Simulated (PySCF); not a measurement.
# Frontier orbitals and the lowest excitations

Compound: C3H3ClF2O.
Z-matrix (Å and degrees, GFN2-xTB geometry), rows numbered from 1:
```
O 
C   1  1.1830
Cl  2  1.7460  1  122.09
C   2  1.5236  1  125.80  3   178.31
F   4  1.3682  2  110.70  1   138.02
C   4  1.5369  2  110.72  1  -102.50
F   6  1.3612  4  109.98  2    64.83
H   4  1.0981  2  108.91  1    19.53
H   6  1.0952  4  109.55  2  -176.70
H   6  1.0949  4  110.60  2   -54.60
```

Method: TDDFT B3LYP/def2-SVPD, vertical, gas phase, core orbitals frozen in the response (PySCF 2.14.0, density-fitted response routines).

Frontier orbitals with the atoms that hold most of them (Löwdin shares over 4%, at most four atoms; ? is withheld):

```tsv
orbital	ε (eV)	atoms
LUMO+2	0.41	C6 23%, F7 17%, H10 13%, Cl3 11%
LUMO+1	-0.11	Cl3 45%, C2 18%, C4 11%, H8 8%
LUMO	-2.21	?
HOMO	?	?
HOMO-1	-9.53	Cl3 78%, C2 9%, C4 5%
HOMO-2	-9.60	Cl3 70%, O1 13%, C2 9%
HOMO-3	-10.19	F7 25%, F5 18%, C4 17%, C6 17%
```

(1) Which atoms hold the HOMO, and with what shares?

(2) Give the leading atoms of the LUMO.

(3) What is the HOMO energy, and the HOMO–LUMO gap?

Answers

(1) O1 (bonded to C) 52%; Cl3 (bonded to C) 22%; C2 (bonded to C, Cl and O) 8%; C4 (bonded to 2 C, F and H) 7%. By element: oxygen 52%, chlorine 22%, carbon 15% or more.

(2) C2 (bonded to C, Cl and O) 38%; O1 (bonded to C) 32%; Cl3 (bonded to C) 12%; C4 (bonded to 2 C, F and H) 6%. By element: carbon 44% or more, oxygen 32%, chlorine 12%.

(3) ε(HOMO) = -8.76 eV; the gap is 6.55 eV (0.2407 hartree).

Question: How does S1 compare with the orbital gap of 6.55 eV?

Answer: S1 is at 4.81 eV (f = 0.0010), 1.74 eV below the gap, made of HOMO→LUMO (98%). Without the coupling terms of the response equations the lowest excitation would equal the gap.

Question: One configuration dominates each of S1, S2 and S3. Which, and how do the shares of the two leading atoms of either orbital change from the occupied to the empty one?

Answer: 
- S1 (4.81 eV, f 0.0010), HOMO→LUMO (98%): O1 52% → 32%, Cl3 22% → 12%, C2 8% → 38%; low, almost dark, from the terminal oxygen into the C=O bond, the pattern of n→π*
- S2 (6.00 eV, f 0.0014), HOMO-1→LUMO (90%): Cl3 78% → 12%, C2 9% → 38%, O1 at most 4% → 32%
- S3 (6.54 eV, f 0.023), HOMO-2→LUMO (77%): Cl3 70% → 12%, O1 13% → 32%, C2 9% → 38%

Löwdin shares depend on the basis, the more so with diffuse functions.

One conformer stands for the species.
